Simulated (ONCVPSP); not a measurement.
# Varying the ONCV potential for La (Z = 57)

Base potential:

lanthanum (La), optimised norm-conserving Vanderbilt (ONCV), made with ONCVPSP 4.0.1 (PBE, fully relativistic). Core [Kr] 4d10, reference 5s2 5p6 5d1 6s2. Waves: 5s+6s: rc 2.45 bohr, ncon 4, nbas 8, qcut 5.2 1/bohr, 2 projectors; 5p: rc 2.25 bohr, ncon 4, nbas 9, qcut 6.6 1/bohr, 2 projectors, debl 1.7 Ha; 5d: rc 2.40 bohr, ncon 5, nbas 9, qcut 4 1/bohr, 2 projectors, debl 1.1 Ha; f scattering state at 0.17 Ha: rc 2.10 bohr, ncon 4, nbas 8, qcut 6.2 1/bohr, 2 projectors, debl 3.1 Ha. Local part: polynomial inside 1.60 bohr (lpopt 5, dvloc0 2 Ha). Core correction: polynomial model core, fcfact 0.7.

Open shells are filled in proportion to 2j + 1.

In the f channel the program set the typed energies aside and used -0.155, 2.945 Ha (j = l + 1/2; the other j can differ).

Cutoffs, loose and tight: the cutoffs (Ha) at which the residual kinetic energy of the hardest occupied pseudo-wave falls to 1 and 0.1 mHa per electron. They do not see the model core or the augmentation charge, which bear on the density cutoff. Test errors are all-electron minus pseudo excitation energies from the reference, over the configurations 5s2 5p6 5d1 6s1; 5s2 5p6 5d1 6s0; 5s2 5p6 5d0 6s0; 5s2 5p6 5d2 6s1. A dash means not determined; rows that change the core or the reference have their own tests.

1 further variants are left out, since the program set their typed debl aside.

For the base: The cutoffs count occupied waves only; projector 2 of the f channel, the hardest unoccupied one, needs 78 Ha at the loose tolerance.

A true bound ghost makes a file unfit for plane-wave use even where its test errors are small: the radial tests pick states by their node count and pass the ghost by.

| change | outcome | cutoff, loose | cutoff, tight | bound ghosts | GHOST(+) flags above zero | largest test error (meV) |
| --- | --- | --- | --- | --- | --- | --- |
| base | generated, projector energies reset by the program | 13 Ha | 16 Ha | none | s | -4.2 |
| core correction polynomial model core, fcfact 1.16 | generated, projector energies reset by the program | 13 Ha | 16 Ha | none | s | -4.2 |
| reference 5s2 5p6 5d1 6s1.75 | generated, projector energies reset by the program | 13 Ha | 16 Ha | none | s | -3.5 |
| d: rc 3.44 | generated, projector energies reset by the program | 13 Ha | 16 Ha | none | s | +6.1 |
| s: qcut 4.5; p: qcut 5.7; d: qcut 3.5; f: qcut 5.4 | generated, projector energies reset by the program | 11 Ha | 13 Ha | none | s | -5.5 |
| scalar-relativistic | generated, projector energies reset by the program | 13 Ha | 16 Ha | none | s | -6.8 |
| p: rc 2.2 | generated, projector energies reset by the program | 13 Ha | 16 Ha | none | s | -4.2 |
| core correction Teter function, fcfact 2.25, rcfact 1.15 | generated, projector energies reset by the program | 13 Ha | 16 Ha | none | s | +4.1 |

What comes out with this change to the base: local potential polynomial inside 2.10 bohr (lpopt 5, dvloc0 4 Ha)?

outcome: generated, projector energies reset by the program; cutoff, loose: 13 Ha; cutoff, tight: 16 Ha; bound ghosts: p3/2; GHOST(+) flags above zero: p1/2; largest test error (meV): -4.2.

What comes out with this change to the base: p: qcut 9.4?

outcome: failed: ERROR pspot: first pseudo wave function has node, program will stop. Cause: the optimised pseudo-wave of the first projector has a node, so the radial equation cannot be inverted for a potential.

What comes out with this change to the base: all radii but the core radius scaled by about 1.31 (s 3.20, p 2.94, d 3.14, f 2.74 bohr); local potential polynomial inside 2.10 bohr (lpopt 5, dvloc0 2 Ha)?

outcome: generated, projector energies reset by the program; cutoff, loose: 8.7 Ha; cutoff, tight: 12 Ha; bound ghosts: none; GHOST(+) flags above zero: none; largest test error (meV): +10.
